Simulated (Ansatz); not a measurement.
Wavefunction ladder for CH$_{4}$AlNO

Z-matrix (Å, degrees):
```
N
C 1 1.325
H 1 1.008 2 119.8
H 1 1.005 2 120.9 3 -180.0
O 2 1.231 1 123.1 3 -0.0
H 2 1.100 1 116.1 3 180.0
Al 5 2.097 2 118.5 1 179.9
H 7 1.658 5 87.8 2 -179.8
```

Total charge 0; spin multiplicity 1. The bonds changed during the relaxation, so this is another structure than the one it started from. Geometry: relaxed with PBE0-D4/def2-TZVP. It is one conformer, not always the lowest. Frozen core, restricted reference, Ansatz. CBS rows extrapolate triple and quadruple zeta; past MP2 they add the triple-zeta difference.

| basis | HF (Eh) | MP2 corr. | CCSD corr. | (T) | CCSD(T) total |
| --- | --- | --- | --- | --- | --- |
| def2-SVP | -411.19917 | -0.53527 | -0.57146 | -0.01733 | -411.78796 |
| def2-TZVPP | -411.48373 | -0.66879 | -0.69780 | -0.02858 | -412.21011 |
| def2-QZVPP | -411.49846 | -0.71798 | – | – | – |
| CBS(def2) | -411.50049 | -0.75441 | -0.78343 | as TZ | -412.31250 |
